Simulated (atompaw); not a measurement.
What one change does to a pseudopotential (oxygen (O), PAW (atompaw))

oxygen, PAW, made with atompaw 4.2.0.5 (PBE, scalar-relativistic). Core [He], reference 2s2 2p4. Waves: 2s (bound): rc 2.05 bohr; 2s channel at -0.55 Ry: rc 2.05 bohr; 2p (bound): rc 2.05 bohr; 2p channel at 4.25 Ry: rc 2.05 bohr; 3d channel at 0.4 Ry: rc 2.05 bohr; 3d channel at 1.9 Ry: rc 1.95 bohr. Local part: bessel scheme, radius 1.70 bohr. Core correction: smooth core density matched at 1.30 bohr. Augmentation charge: besselshape compensation charge, radius 2.00 bohr; PAW radius 2.05 bohr; waves and projectors: custom polynom vanderbiltortho.

Change: all radii scaled by about 0.89 (s 1.82, p 1.82, d 1.82 bohr); local potential bessel scheme, radius 1.50 bohr; augmentation besselshape compensation charge, radius 1.76 bohr; PAW radius 1.82 bohr; waves and projectors: custom polynom vanderbiltortho; core correction smooth core density matched at 1.14 bohr.

Cutoffs: the cutoffs (Ry, on a coarse ladder) from which the occupation-weighted sum of valence levels, in a spherical-Bessel basis at the reference potential, stays within 10 and 1 mRy of its value at 400 Ry; they do not see the model core or the augmentation charge, which bear on the density cutoff.

What does the change do?

The potential gets harder (15 Ry and 30 Ry → 21 Ry and 35 Ry); neither file shows a bound ghost. A smaller radius makes the pseudo-wave follow the all-electron one further in, where it bends more sharply, so more plane waves are needed.

```tsv
quantity	base	changed
cutoff, loose	15 Ry	21 Ry
cutoff, tight	30 Ry	35 Ry
loose cutoff by channel (10 mRy a level)	s 10 Ry, p 15 Ry	s 12 Ry, p 18 Ry
bound ghosts	none	none
lowest overlap eigenvalue by channel	s 0.96, p 0.85, d 1.00	s 0.97, p 0.89, d 1.00
```

 The cutoffs see the waves, projectors and local potential, not the compensation charge or the core.
